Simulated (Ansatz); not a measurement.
CH₅FSSiZn (`C[SiH2][S][Zn][F]`) at its PBE0-D4/def2-TZVP geometry, where that method's forces vanish. Total charge 0; spin multiplicity 1.

```xyz
10

C    -0.1231   -0.2384   -1.3473
Si    0.2775    1.0869   -0.0967
S     1.3995    0.3366    1.5723
Zn    0.0119   -1.1436    2.2383
F    -1.1113   -2.3677    2.7826
H    -0.7978   -0.9918   -0.9314
H     0.7868   -0.7411   -1.6815
H    -0.6153    0.2029   -2.2185
H    -0.9804    1.7271    0.3733
H     1.1522    2.1292   -0.6910
```

Q: What forces (eV/Å) does ωB97M-V/def2-TZVPP give on these atoms in Ansatz? (An estimate is asked.)

A: Ansatz gave: 
```
C1  -0.004 -0.012 -0.023
Si2 -0.033  0.187 -0.049
S3   0.009 -0.004  0.001
Zn4  0.022  0.026 -0.016
F5  -0.036 -0.037  0.016
H6   0.043  0.045 -0.024
H7  -0.065  0.034  0.023
H8   0.036 -0.040  0.063
H9   0.137 -0.078 -0.051
H10 -0.109 -0.120  0.059
```
